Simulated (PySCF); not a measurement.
C₇H₈O₂.
SMILES with atom numbers: `[CH3:1][O:2][C@@H:3]1[CH2:4][C@@H:5]1[C:6]#[C:7][CH:8]=[O:9]` (hydrogens: H10, H11, H12 on C1; H13 on C3; H14, H15 on C4; H16 on C5; H17 on C8)

Geometry (GFN2-xTB, Å), atoms numbered from 1 in this order:
```
atom  x, y, z in Å
C1    -1.8934    0.8674    0.8923
O2    -1.2993   -0.3951    1.1041
C3    -1.1095   -1.1205   -0.0547
C4    -0.0194   -2.1290   -0.0685
C5     0.1309   -0.8865   -0.9243
C6     1.0661    0.1038   -0.5405
C7     1.8439    0.9493   -0.1631
C8     2.7674    1.9453    0.2470
O9     3.3259    2.7331   -0.4742
H10   -2.8596    0.7675    0.3839
H11   -2.0439    1.3034    1.8771
H12   -1.2400    1.5150    0.2982
H13   -2.0278   -1.3289   -0.6054
H14   -0.1818   -3.0710   -0.5680
H15    0.5945   -2.1817    0.8170
H16    0.0015   -0.9957   -1.9949
H17    2.9376    1.9355    1.3439
```

The closed-shell SCF was solved with PySCF and density fitting under several settings on one GFN2-xTB geometry (grid level 2 and gas phase unless stated).

| settings | basis functions | SCF cycles | E (Eh) | HOMO (eV) | LUMO (eV) | dipole (D) |
| --- | --- | --- | --- | --- | --- | --- |
| PBE0/pcSseg-1 | 193 | 16 | -421.3455 | -7.37 | -1.66 | 4.42 |
| PBE0/def2-SVPD | 250 | 16 | -421.1088 | -7.45 | -1.79 | 4.57 |
| B3LYP/def2-SVPD | 250 | 16 | -421.5960 | -7.24 | -2.00 | 4.61 |
| BLYP/def2-SVPD, start guess atom, energy threshold 1e-06 Eh | 250 | 11 | -421.4477 | -5.88 | -2.57 | 4.71 |
| X3LYP/6-31G, energy threshold 1e-07 Eh | 97 | 10 | -421.5546 | -6.93 | -1.47 | 4.39 |
| KT2/def2-SVP, start guess atom | 166 | 13 | -428.5496 | -5.88 | -2.38 | 4.30 |
| B97-2/pcseg-1, grid level 1, start guess vsap | 166 | 15 | -421.6410 | -7.17 | -1.74 | 4.47 |

Estimate the rows for these settings: (1) wB97X/pcSseg-1, grid level 1, energy threshold 1e-08 Eh; (2) PBE0/6-31G-J.

| settings | basis functions | SCF cycles | E (Eh) | HOMO (eV) | LUMO (eV) | dipole (D) |
| --- | --- | --- | --- | --- | --- | --- |
| wB97X/pcSseg-1, grid level 1, energy threshold 1e-08 Eh | 193 | 12 | -421.7243 | -9.61 | 0.47 | 4.23 |
| PBE0/6-31G-J | 140 | 16 | -421.3315 | -7.22 | -1.50 | 4.45 |

Over all rows, what range does the HOMO–LUMO gap span?

From 3.31 eV (BLYP/def2-SVPD, start guess atom, energy threshold 1e-06 Eh) to 10.08 eV (wB97X/pcSseg-1, grid level 1, energy threshold 1e-08 Eh). The functional of the narrowest has no exact exchange, that of the widest range-separated exact exchange.

Compare two rows with the functional PBE0: PBE0/6-31G-J and PBE0/def2-SVPD. Which energy is lower, and by how much?

PBE0/6-31G-J (140 functions) lies 0.2227 Eh or 140 kcal/mol below PBE0/def2-SVPD (250 functions). The smaller set gives the lower energy; the two sets aren't nested, so the variational bound doesn't order them by size.

Cycle counts include a coarse-grid stage where the run had one. KT2 was designed for NMR shieldings or shifts; total energies of different functionals aren't comparable.

One conformer stands for the species.
